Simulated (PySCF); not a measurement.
A side-by-side comparison of computed properties.

First species: tetravinylsilane, C8H12Si.
Atom-mapped SMILES: `[CH2:1]=[CH:2][Si:3]([CH:4]=[CH2:5])([CH:6]=[CH2:7])[CH:8]=[CH2:9]` (hydrogens: H10, H11 on C1; H12 on C2; H13 on C4; H14, H15 on C5; H16 on C6; H17, H18 on C7; H19 on C8; H20, H21 on C9)

Second species: C₂H₉BGeO₂.
Numbering: `[CH3:1][O:2][B:3]([GeH3:4])[O:5][CH3:6]` (hydrogens: H7, H8, H9 on C1; H10, H11, H12 on Ge4; H13, H14, H15 on C6)

Structure used (PBE0-D3(BJ)/def2-SVP), in Å, numbered top down from 1:
```xyz
15
C2H9BGeO2 angstrom
C      2.5262   -0.2971   -0.2621
O      1.5324    0.7018   -0.2754
B      0.2199    0.4155   -0.1255
Ge    -1.0865    2.0372   -0.1809
O     -0.1532   -0.8780    0.0427
C     -1.4744   -1.3208    0.1814
H      3.3772    0.0564   -0.8614
H      2.1566   -1.2483   -0.6737
H      2.8759   -0.4768    0.7675
H     -2.1304    1.9167   -1.3145
H     -0.3224    3.3560   -0.3944
H     -1.9045    2.1796    1.1230
H     -2.2004   -0.4905    0.1666
H     -1.7221   -2.0123   -0.6389
H     -1.5846   -1.8611    1.1344
```

Levels: CAM-B3LYP/def2-SVPD for dipole moment, HOMO energy, LUMO energy, HOMO–LUMO gap, static isotropic polarisability and electronic spatial extent ⟨r²⟩ about the centre of nuclear charge; TDDFT CAM-B3LYP/def2-SVPD for lowest singlet excitation; PBE0-D3(BJ)/def2-SVP for rotational constant A and rotational constant C. Geometries: PBE0-D3(BJ)/def2-SVP. Each species is one conformer at its optimised geometry, gas phase, non-relativistic unless stated. Electronic properties by PySCF.

Dipoles, sizes and rotational constants follow the conformer. The torsions of the flexible species, by atom-mapped SMILES:
- `[CH2:1]=[CH:2][Si:3]([CH:4]=[CH2:5])([CH:6]=[CH2:7])[CH:8]=[CH2:9]`: C1–C2–Si3–C4 134°, C2–Si3–C4–C5 -142°, C2–Si3–C6–C7 -132°, C2–Si3–C8–C9 -130°
- `[CH3:1][O:2][B:3]([GeH3:4])[O:5][CH3:6]`: C1–O2–B3–Ge4 180°, O2–B3–O5–C6 -179°

| property | column X | column Y |
| --- | --- | --- |
| dipole moment | 0.22 D | 2.16 D |
| HOMO energy | -8.96 eV | -9.28 eV |
| LUMO energy | 0.40 eV | 0.84 eV |
| HOMO–LUMO gap | 9.36 eV | 10.12 eV |
| lowest singlet excitation | 6.26 eV | 6.74 eV |
| static isotropic polarisability | 121.6 au | 80.9 au |
| electronic spatial extent ⟨r²⟩ about the centre of nuclear charge | 1556 bohr² | 1160 bohr² |
| rotational constant A | 1.361 GHz | 2.912 GHz |
| rotational constant C | 1.033 GHz | 0.970 GHz |

Q: Which column belongs to which species?

A: Column X is the first species and column Y the second. The first has 21 atoms and 74 electrons, the second 15 and 74.

Q: How does each property change from the first species to the second?

A: dipole moment +1.94 D; HOMO energy -0.32 eV; LUMO energy +0.44 eV; HOMO–LUMO gap +0.76 eV; lowest singlet excitation +0.48 eV; static isotropic polarisability -40.7 au; electronic spatial extent ⟨r²⟩ about the centre of nuclear charge -396 bohr²; rotational constant A +1.551 GHz; rotational constant C -0.063 GHz.

On the first: The principal polarisabilities are 110.5, 116.6 and 137.6 au; their mean is the isotropic value. The 10 singlets span 6.26 to 7.18 eV, and their oscillator strengths add up to 1.04.

On the second: The dipole matches unit charges of opposite sign 0.45 Å apart (1 e·Å = 4.8032 D). The polarisability is 11.99 Å³ as a volume (1 au = 0.148185 Å³), or 1.09 au for each of the 74 electrons. Relativistic effects, spin–orbit coupling among them, are left out although an element past zinc is present.
